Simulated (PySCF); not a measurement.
SiF2Cl2, SMILES F[Si](Cl)(Cl)F. Geometry: B3LYP-D3(BJ)/def2-SVP.

### Question
Give the equilibrium geometry at B3LYP-D3(BJ)/def2-SVP (PySCF confirms it by a frequency run) as Cartesian coordinates in Å, and its point group. (The exact figures need the calculation; the answer reports its results.)

### Answer
point group C2v.
```xyz
5

F      0.0000    -1.2915    -1.2738
Si     0.0000     0.0000    -0.3272
F      0.0000     1.2915    -1.2738
Cl    -1.6813     0.0000     0.8091
Cl     1.6813     0.0000     0.8091
```
Charge 0, spin multiplicity 1.
